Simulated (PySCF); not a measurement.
Bonds broken one at a time in the series allyl-X. All species are isolated molecules in the gas phase. One relaxed conformer stands for each flexible species; it need not be the lowest. Strings in code marks are SMILES.

The four lowest singlet excitations (Tamm–Dancoff). Calculation: PySCF 2.14.0 with PBE0-D4/def2-TZVP. Excitations are Tamm–Dancoff values on a coarser integration grid. The basis has no diffuse functions, so Rydberg states are missing or too high.

```tsv
state	energy (eV)	wavelength (nm)	oscillator strength
S1	6.38	194	0.020
S2	7.51	165	0.045
S3	7.81	159	0.048
S4	8.01	155	0.414
```

Question: Say which member gives these states.
(A) `C=CCS` (C–C–C–S torsion 118°, C–C–S–H torsion -57°)
(B) `C=CCF` (C–C–C–F torsion 0°)
(C) `C=CCOC` (C–C–C–O torsion -130°, C–C–O–C torsion -177°)
(D) `C=CC[SiH3]` (C–C–C–Si torsion 106°)

Answer: C, `C=CCOC` (C–C–C–O torsion -130°, C–C–O–C torsion -177°)
